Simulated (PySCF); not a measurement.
[ReH3]+, broken-symmetry Ms = 1/2: data card

These are results of PySCF, UPBE0, basis Re def2-TZVP with ECP60, H def2-TZVP (scalar-relativistic core potentials, no spin–orbit coupling, density fitting), not measurements.

The structure is a saddle point with 1 imaginary mode.

```xyz
4
charge 1 multiplicity 2, angstrom
Re    0.0000   -0.0121   -0.0059
H     0.0000    0.3907    1.5649
H     1.3076    0.9233   -0.2358
H    -1.3076    0.9233   -0.2358
```

```json
{"Point group": "Cs", "Bond lengths": "Re–H 1.622 Å, Re–H 1.624 Å (×2)", "Bond angles": "H–Re–H 89.7° (×2), H–Re–H 107.2°", "Spin squared ⟨S²⟩": "1.756", "Principal polarisabilities": "29.4, 32.4, 34.8 bohr³", "Rotational constants": "3.758, 3.183, 2.771 cm⁻¹", "Zero-point energy (real modes)": "46.5 kJ/mol", "Highest occupied level (β)": "-14.47 eV", "Dipole moment about the centre of mass": "1.57 D", "Principal quadrupole moments (Buckingham, traceless) about the centre of mass": "-0.18, -0.03, 0.21 D Å", "Lowest empty level (α)": "-10.57 eV"}
```

Harmonic modes (masses in u: Re 186.956, H 1.008):
| symmetry | ω (cm⁻¹) | IR (km/mol) | μ (u) |
| --- | --- | --- | --- |
| a'' | 627i | – | 1.01 |
| a' | 406 | 10.2 | 1.02 |
| a' | 699 | 14.9 | 1.01 |
| a'' | 2212 | 0.3 | 1.01 |
| a' | 2214 | 0.4 | 1.01 |
| a' | 2242 | 10.0 | 1.01 |

Charges (e):
| atom | Mulliken | Löwdin | polar tensor | spin (Mulliken) | Mayer order to Re1 |
| --- | --- | --- | --- | --- | --- |
| Re1 | 0.64 | 0.86 | 1.16 | 1.10 | – |
| H2 | 0.13 | 0.05 | -0.05 | -0.03 | 0.98 |
| H3,4 | 0.12 | 0.04 | -0.05 | -0.04 | 0.99 |

Mulliken populations on Re1 (electrons outside its core potential): s 2.93, p 6.18, d 5.24, f 0.02.

The determinant is spin-contaminated (⟨S²⟩ = 1.76, pure value 0.75). This need not be the most stable arrangement of these atoms. With open d or f shells other occupations or spin states may lie lower. At this level a quartet minimum of C3v symmetry lies 88 kJ/mol below this structure. With an element this heavy the missing spin–orbit coupling can shift these numbers.

The final relaxation and frequency run took of the order of 2.5 core-minutes on a shared host.
